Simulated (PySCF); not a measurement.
PySCF input for Si(CF3)(F)(H)2 (CH2F4Si), SMILES F[SiH2]C(F)(F)F, TDA-B3LYP/def2-SVPD. Coordinates come from a PBE0-D3(BJ)/def2-SVP optimisation.

```python
import numpy as np
from pyscf import gto, scf, dft, tdscf

mol = gto.M(
    atom='''
    Si    0.60167823   -1.09145279   -0.00000000
    F    -0.68499950   -2.07412854    0.00000000
    C    -0.03805218    0.72459088   -0.00000000
    F    -0.77496480    1.00966048   -1.07917328
    F    -0.77496478    1.00966048    1.07917329
    F     1.01655162    1.55860955   -0.00000001
    H     1.38510750   -1.30071202   -1.24139022
    H     1.38510752   -1.30071201    1.24139021
    ''',
    basis='def2-SVPD',
    charge=0,
    spin=0,
    symmetry=True,
    max_memory=1600,
    verbose=4,
)
mf = dft.RKS(mol, xc='b3lyp').density_fit(auxbasis='def2-universal-jkfit')
mf.grids.level = 3
mf.conv_tol = 1e-9
mf.max_cycle = 100
mf.kernel()
mf.grids = dft.Grids(mol).set(level=1).build(with_non0tab=True)  # coarser grid for the response kernel
td = tdscf.TDA(mf)
td.singlet = True
td.nstates = 10
td.conv_tol = 1e-4
td.positive_eig_threshold = 1e-6
td.kernel(x0=td.get_init_guess(mf, 15))
td.analyze()
tt = tdscf.TDA(mf)
tt.singlet = False
tt.nstates = 4
tt.conv_tol = 1e-4
tt.positive_eig_threshold = 1e-6
tt.kernel(x0=tt.get_init_guess(mf, 9))
tt.analyze(verbose=3)
```

Log of the run:

```
PySCF version 2.14.0

[INPUT] verbose = 4
[INPUT] num. atoms = 8
[INPUT] num. electrons = 58
[INPUT] charge = 0
[INPUT] spin (= nelec alpha-beta = 2S) = 0
[INPUT] symmetry True subgroup None
[INPUT] Mole.unit = angstrom
[INPUT] Symbol           X                Y                Z      unit          X                Y                Z       unit  Magmom
[INPUT]  1 Si     0.601678230000  -1.091452790000   0.000000000000 AA    1.137007069813  -2.062546850992   0.000000000000 Bohr   0.0
[INPUT]  2 F     -0.684999500000  -2.074128540000   0.000000000000 AA   -1.294461450464  -3.919534887744   0.000000000000 Bohr   0.0
[INPUT]  3 C     -0.038052180000   0.724590880000   0.000000000000 AA   -0.071908198643   1.369278315558   0.000000000000 Bohr   0.0
[INPUT]  4 F     -0.774964800000   1.009660480000  -1.079173280000 AA   -1.464471228178   1.907981785997  -2.039341940149 Bohr   0.0
[INPUT]  5 F     -0.774964780000   1.009660480000   1.079173290000 AA   -1.464471190384   1.907981785997   2.039341959046 Bohr   0.0
[INPUT]  6 F      1.016551620000   1.558609550000  -0.000000010000 AA    1.921004153283   2.945345184632  -0.000000018897 Bohr   0.0
[INPUT]  7 H      1.385107500000  -1.300712020000  -1.241390220000 AA    2.617473828081  -2.457989484730  -2.345887529514 Bohr   0.0
[INPUT]  8 H      1.385107520000  -1.300712010000   1.241390210000 AA    2.617473865876  -2.457989465833   2.345887510616 Bohr   0.0

nuclear repulsion = 332.981602522485
point group symmetry = Cs
symmetry origin: [ 6.51629670e-10 -2.60651863e-09 -3.25814885e-10]
symmetry axis x: [1.00000000e+00 9.40637757e-11 4.78039055e-09]
symmetry axis y: [-9.40637742e-11  1.00000000e+00 -3.07108544e-10]
symmetry axis z: [-4.78039055e-09  3.07108790e-10  1.00000000e+00]
num. orbitals of irrep A' = 94
num. orbitals of irrep A" = 58
number of shells = 62
number of NR pGTOs = 224
number of NR cGTOs = 152
basis = def2-SVPD
ecp = {}


[settings echo left out]
init E= -728.408008730598
HOMO (A') = -0.328939498209714  LUMO (A') = -0.0464215797824963  gap/eV = 7.68770
cycle= 1 E= -727.698675054339  delta_E= 0.709  |g|= 0.931  |ddm|= 3.14
HOMO (A") = -0.330589217971082  LUMO (A') = -0.0542833932551567  gap/eV = 7.51866
cycle= 2 E= -727.425240726016  delta_E= 0.273  |g|= 1.61  |ddm|=  1.8
HOMO (A') = -0.357855748564372  LUMO (A') = -0.0361104545469861  gap/eV = 8.75514
cycle= 3 E= -727.847403613453  delta_E= -0.422  |g|= 0.0843  |ddm|= 1.13
HOMO (A') = -0.353799151197504  LUMO (A') = -0.0313179982673524  gap/eV = 8.77516
cycle= 4 E= -727.848029244143  delta_E= -0.000626  |g|= 0.0612  |ddm|= 0.128
HOMO (A') = -0.354994519672994  LUMO (A') = -0.0317781642604049  gap/eV = 8.79517
cycle= 5 E= -727.84862114796  delta_E= -0.000592  |g|= 0.00743  |ddm|= 0.043
HOMO (A') = -0.355742297875913  LUMO (A') = -0.0322473100812322  gap/eV = 8.80275
cycle= 6 E= -727.84863007214  delta_E= -8.92e-06  |g|= 0.0017  |ddm|= 0.0084
HOMO (A') = -0.35551782241519  LUMO (A') = -0.0321613025112346  gap/eV = 8.79898
cycle= 7 E= -727.848630544002  delta_E= -4.72e-07  |g|= 0.000704  |ddm|= 0.00175
HOMO (A') = -0.35549284190857  LUMO (A') = -0.0321437354365401  gap/eV = 8.79878
cycle= 8 E= -727.848630621237  delta_E= -7.72e-08  |g|= 0.000177  |ddm|= 0.00059
HOMO (A') = -0.355516489616217  LUMO (A') = -0.0321481557768917  gap/eV = 8.79930
cycle= 9 E= -727.84863062712  delta_E= -5.88e-09  |g|= 3.81e-05  |ddm|= 0.000175
HOMO (A') = -0.355517725167162  LUMO (A') = -0.0321520429165472  gap/eV = 8.79923
cycle= 10 E= -727.848630627434  delta_E= -3.14e-10  |g|= 6.47e-06  |ddm|= 6.15e-05
HOMO (A') = -0.355517152476073  LUMO (A') = -0.0321511952637104  gap/eV = 8.79924
Extra cycle  E= -727.848630627432  delta_E= 2.5e-12  |g|= 7.74e-06  |ddm|= 1.61e-05
converged SCF energy = -727.848630627432
tot grids = 37736
Overwritten attributes  positive_eig_threshold  of <class 'pyscf.tdscf.rks.TDA'>


******** <class 'pyscf.tdscf.rks.TDA'> for <class 'pyscf.df.df_jk.DFSymAdaptedRKS'> ********
nstates = 10 singlet
deg_eia_thresh = 1.000e-03
wfnsym = None
conv_tol = 0.0001
eigh lindep = 1e-12
eigh level_shift = 0
eigh max_cycle = 100


Excitation energies (eV)
[ 7.70571658  8.19268008  8.92170769  9.16289044  9.40303492  9.68427293
  9.82633596  9.99096379 10.0837009  10.31257659]

** Singlet excitation energies and oscillator strengths **
Excited State   1:   A'      7.70572 eV    160.90 nm  f=0.0070
      29 -> 30        0.70163
Excited State   2:   A"      8.19268 eV    151.34 nm  f=0.0039
      28 -> 30       -0.70457
Excited State   3:   A'      8.92171 eV    138.97 nm  f=0.0032
      29 -> 31       -0.68890
      29 -> 32       -0.13121
Excited State   4:   A"      9.16289 eV    135.31 nm  f=0.0000
      28 -> 31        0.43571
      28 -> 32       -0.13988
      29 -> 33       -0.53135
Excited State   5:   A'      9.40303 eV    131.86 nm  f=0.1716
      28 -> 33       -0.11727
      29 -> 31       -0.11167
      29 -> 32        0.67530
Excited State   6:   A"      9.68427 eV    128.03 nm  f=0.1764
      27 -> 30       -0.15410
      28 -> 31        0.52526
      29 -> 33        0.40350
Excited State   7:   A"      9.82634 eV    126.18 nm  f=0.0523
      28 -> 32        0.68720
      29 -> 33       -0.11064
Excited State   8:   A"      9.99096 eV    124.10 nm  f=0.0217
      27 -> 30        0.68195
      29 -> 33        0.12187
Excited State   9:   A'     10.08370 eV    122.96 nm  f=0.0513
      24 -> 30       -0.13020
      28 -> 33        0.43024
      29 -> 34        0.53542
Excited State  10:   A'     10.31258 eV    120.23 nm  f=0.0324
      24 -> 30       -0.22087
      26 -> 30        0.27993
      28 -> 33        0.40601
      29 -> 34       -0.40667
      29 -> 35       -0.11206

** Transition electric dipole moments (AU) **
state          X           Y           Z        Dip. S.      Osc.
  1        -0.1153      0.1551      0.0000      0.0373      0.0070
  2         0.0000     -0.0000     -0.1394      0.0194      0.0039
  3        -0.0655     -0.1015      0.0000      0.0146      0.0032
  4         0.0000     -0.0000      0.0069      0.0000      0.0000
  5         0.4748     -0.7206     -0.0000      0.7448      0.1716
  6         0.0000     -0.0000     -0.8623      0.7436      0.1764
  7        -0.0000     -0.0000     -0.4661      0.2173      0.0523
  8        -0.0000     -0.0000     -0.2976      0.0886      0.0217
  9         0.2214     -0.3982      0.0000      0.2076      0.0513
 10         0.3324     -0.1326      0.0000      0.1281      0.0324

** Transition velocity dipole moments (imaginary part, AU) **
state          X           Y           Z        Dip. S.      Osc.
  1         0.0206      0.0368     -0.0000      0.0018      0.0042
  2        -0.0000      0.0000     -0.0189      0.0004      0.0008
  3        -0.0273      0.0002     -0.0000      0.0007      0.0015
  4        -0.0000     -0.0000     -0.0300      0.0009      0.0018
  5         0.1479     -0.2258     -0.0000      0.0729      0.1406
  6         0.0000      0.0000     -0.1770      0.0313      0.0587
  7        -0.0000     -0.0000     -0.1865      0.0348      0.0642
  8         0.0000      0.0000     -0.0651      0.0042      0.0077
  9         0.0664     -0.1259     -0.0000      0.0203      0.0365
 10         0.1052     -0.0404     -0.0000      0.0127      0.0223

** Transition magnetic dipole moments (imaginary part, AU) **
state          X           Y           Z
  1        -0.0000     -0.0000     -0.6114
  2         0.9479     -1.0451     -0.0000
  3         0.0000     -0.0000      0.1770
  4        -0.7663     -0.9189      0.0000
  5        -0.0000     -0.0000      0.0532
  6        -1.0745     -1.0501      0.0000
  7        -0.2295      0.2038      0.0000
  8        -0.1670     -0.2194      0.0000
  9         0.0000      0.0000      0.4584
 10         0.0000      0.0000      0.2633


******** <class 'pyscf.tdscf.rks.TDA'> for <class 'pyscf.df.df_jk.DFSymAdaptedRKS'> ********
nstates = 4 triplet
deg_eia_thresh = 1.000e-03
wfnsym = None
conv_tol = 0.0001
eigh lindep = 1e-12
eigh level_shift = 0
eigh max_cycle = 100


Excitation energies (eV)
[7.19024435 7.67859012 8.33275761 8.42932825]

** Triplet excitation energies and oscillator strengths **
Excited State   1:   A'      7.19024 eV    172.43 nm  f=0.0000
Excited State   2:   A"      7.67859 eV    161.47 nm  f=0.0000
Excited State   3:   A'      8.33276 eV    148.79 nm  f=0.0000
Excited State   4:   A"      8.42933 eV    147.09 nm  f=0.0000
```

The run converged.

Cost: roughly 100 core-seconds.
